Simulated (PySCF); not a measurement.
## CoSe₃⁻: from structure and modes to constants

All numbers come from PBE0 in PySCF with Co def2-TZVPD, Se def2-TZVPD; no relativity; density-fitted integrals.

The singlet minimum has C2v symmetry. Masses (u): Co 58.93320, Se 79.91652.

```xyz
4
charge -1 multiplicity 1, angstrom
Co    0.0611    0.0000    0.0000
Se    2.1449   -0.0002    0.0000
Se   -1.0949    1.7806    0.0000
Se   -1.0952   -1.7804    0.0000
```

Harmonic wavenumbers (cm⁻¹): 57.1 (b1, ×1), 74.6 (b2, ×1), 103.2 (a1, ×1), 258.3 (a1, ×1), 349.1 (b2, ×1), 450.2 (a1, ×1).

**Question.** Find the principal moments of inertia and the rotational constants. What kind of rotor is it?

**Answer.** About the centre of mass I = 506.68, 559.55, 1066.2 u Å². With B = 16.8576/I this gives 0.03327, 0.03013, 0.01581 cm⁻¹. The molecule is an asymmetric top with κ = 0.64.

**Question.** What is the harmonic zero-point energy?

**Answer.** Half the sum of all 6 wavenumbers, 1293/2 = 646 cm⁻¹, which is 7.7 kJ/mol (1 cm⁻¹ = 0.0119627 kJ/mol).

Stability towards spin polarisation was not tested. This need not be the most stable arrangement of these atoms.
